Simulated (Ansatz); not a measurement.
Reaction (redistribution): `[CH3][Sn-]1[O]C(C(F)(F)F)=CC(C(F)(F)F)=[O+]1` + `[SH][Sn][Cl]` → `[CH3][Sn][SH]` + `FC(F)(F)C1=CC(C(F)(F)F)=[O+][Sn-]([Cl])[O]1`

Isolated molecules relaxed with PBE0-D4/def2-TZVP in Ansatz; ΔE leaves out vibrations. CCSD(T)/CBS is the MP2 limit (def2-TZVPP, def2-QZVPP) plus CCSD(T) − MP2 in def2-TZVPP, frozen cores. Functionals use def2-TZVPP. def2 core potentials past Kr. For Sn outer-core shells are correlated without core-valence functions, which leaves a few kJ/mol of doubt a bond. One conformer a species, not always the lowest.

`[CH3][Sn-]1[O]C(C(F)(F)F)=CC(C(F)(F)F)=[O+]1`:

Z-matrix (Å, degrees):
```
C
Sn 1 2.181
H 1 1.093 2 109.9
H 1 1.093 2 109.9 3 118.9
H 1 1.092 2 111.5 3 -120.6
O 2 2.211 1 89.5 3 79.7
O 2 2.211 1 89.5 3 161.4
C 6 1.251 2 127.7 1 74.5
C 7 1.251 2 127.7 1 -74.5
C 8 1.392 6 128.8 2 10.1
C 8 1.540 6 112.8 2 -170.7
C 9 1.540 7 112.8 2 170.8
H 10 1.077 8 118.5 6 179.9
F 11 1.332 8 112.7 6 179.9
F 11 1.331 8 109.9 6 -59.5
F 11 1.331 8 109.7 6 59.5
F 12 1.331 9 109.7 7 -59.8
F 12 1.332 9 112.7 7 179.9
F 12 1.331 9 109.9 7 59.2
```

`[SH][Sn][Cl]`:

Cartesian coordinates in Å:
```
S 1.293 0.883 -0.039
Sn 0.375 -1.273 -0.673
Cl -1.808 -0.904 0.197
H 0.140 1.294 0.515
```

`[CH3][Sn][SH]`:

```xyz
7

C     0.683   -0.245    0.656
Sn   -1.497   -0.128    0.818
S    -1.831    0.577   -1.485
H     1.083    0.734    0.377
H     0.955   -0.959   -0.127
H     1.139   -0.559    1.596
H    -0.533    0.581   -1.836
```

`FC(F)(F)C1=CC(C(F)(F)F)=[O+][Sn-]([Cl])[O]1`:

Cartesian coordinates in Å:
```
F -1.120 -2.543 1.141
C -1.489 -1.365 1.639
F -2.812 -1.260 1.516
F -1.184 -1.346 2.931
C -0.812 -0.185 0.919
C -0.021 -0.448 -0.192
C 0.520 0.563 -0.976
C 1.256 0.179 -2.271
F 0.576 0.637 -3.321
F 1.388 -1.139 -2.408
F 2.468 0.722 -2.286
O 0.464 1.805 -0.793
Sn -0.118 2.843 1.040
Cl 1.856 2.083 2.127
O -1.097 0.927 1.427
H 0.126 -1.472 -0.493
```

(1) Is it downhill or uphill in electronic energy at CCSD(T)/CBS, and by how much? (An estimate is asked.)

(2) What do these levels give: r2SCAN-D4, BLYP, r2SCAN, PBE0, CAM-B3LYP, HF/def2-QZVPP? (An estimate is asked.)

Largest T1 diagnostic among the species: 0.016.

Answers

(1) Computed: Nearly level: ΔE = -0.03 eV.

(2) Ansatz gave: r2SCAN-D4 -0.01, BLYP 0.01, r2SCAN -0.01, PBE0 -0.01, CAM-B3LYP -0.01, HF/def2-QZVPP -0.05 eV.

From BLYP to BHLYP (50 % exact exchange), in def2-TZVPP and without D4, ΔE moves by −0.03 eV. Leaving LDA and LC-ωPBE aside and taking each functional with its dispersion term where it has one, the values, not all of them listed here, spread over 0.03 eV, from BHLYP-D4 to PBE-D4.
